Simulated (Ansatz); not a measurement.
Geometry optimisation, Ansatz 0.2.0, RHF/def2-SVP.

The input (input.yaml):

```yaml
crystal:
  periodic: [false, false, false]
  atoms:
    - { symbol: Ge, position_ang: [0.0, 0.0, 0.0] }
    - { symbol: F, position_ang: [0.0, 0.0, 2.03] }
    - { symbol: F, position_ang: [1.5842, 0.0, -0.5594] }
    - { symbol: Ge, position_ang: [-1.1304, 1.9584, -0.7992] }
    - { symbol: H, position_ang: [-2.6003, 1.6043, -1.1405] }
    - { symbol: H, position_ang: [-1.1048, 3.0541, 0.2968] }
    - { symbol: H, position_ang: [-0.4177, 2.4843, -2.0712] }
    - { symbol: F, position_ang: [-0.7913, -1.3709, -0.5594] }
    - { symbol: S, position_ang: [0.9559, 2.2231, 0.8041] }
    - { symbol: H, position_ang: [2.0524, 1.9848, 1.6413] }
    - { symbol: H, position_ang: [0.4729, 1.0998, 1.926] }
basis:
  gaussian: { orbitals: def2-SVP }
hamiltonian:
  xc: hf
relax:
  f_tol: 0.15
  max_steps: 25
  restrain:
    - { distance: [0, 8], at: 3.45, k: 30.0 }
    - { distance: [10, 1], at: 2.12, k: 30.0 }
    - { distance: [0, 1], at: 1.68, k: 30.0 }
    - { distance: [10, 8], at: 1.4, k: 30.0 }
```

Launched with:

```bash
$ ansatz run input.yaml --threads 4 --pin off --max-ram 5120MiB --backend cpu --events-out ev --progress --plain --runs-dir out
```

Task: Where does it end, and by what steps?

Result: It converged. The restraints hold the end off the free minimum; the threshold counts their pulls, which the force column leaves out. Restrained pairs: Ge1–S9 (2.55 → 3.46 Å), F2–H11 (1.20 → 2.13 Å), Ge1–F2 (2.03 → 1.70 Å), S9–H11 (1.66 → 1.37 Å). After 9 steps the energy has fallen by 4.631 eV (the restraints' own energy left out); S9 moved furthest, 1.06 Å.

```json
{"step": "0", "energy less start (eV)": "0.0000", "largest force component (eV/Å)": "5.477", "accepted": "yes"}
{"step": "1", "energy less start (eV)": "-1.3045", "largest force component (eV/Å)": "4.430", "accepted": "yes"}
{"step": "2", "energy less start (eV)": "-2.4571", "largest force component (eV/Å)": "5.758", "accepted": "yes"}
{"step": "3", "energy less start (eV)": "-3.5117", "largest force component (eV/Å)": "3.952", "accepted": "yes"}
{"step": "4", "energy less start (eV)": "-4.2718", "largest force component (eV/Å)": "1.319", "accepted": "yes"}
{"step": "5", "energy less start (eV)": "-4.5232", "largest force component (eV/Å)": "0.734", "accepted": "yes"}
{"step": "6", "energy less start (eV)": "-4.5912", "largest force component (eV/Å)": "0.767", "accepted": "yes"}
{"step": "7", "energy less start (eV)": "-4.6096", "largest force component (eV/Å)": "0.798", "accepted": "yes"}
{"step": "8", "energy less start (eV)": "-4.6181", "largest force component (eV/Å)": "0.833", "accepted": "yes"}
{"step": "9", "energy less start (eV)": "-4.6314", "largest force component (eV/Å)": "0.847", "accepted": "yes"}
```

```xyz
11
Properties=species:S:1:pos:R:3
Ge -0.174 0.034 -0.003
F -0.217 -0.097 1.691
F 1.487 -0.122 -0.381
Ge -1.364 1.932 -0.974
H -2.637 1.368 -1.605
H -1.685 2.899 0.157
H -0.449 2.556 -2.021
F -0.820 -1.460 -0.525
S 1.502 2.571 1.639
H 2.485 1.771 1.221
H 0.894 1.587 2.370
```

Run time: 22 s on 4 threads of Arm Neoverse V2, on a shared host, peak memory 0.52 GiB.
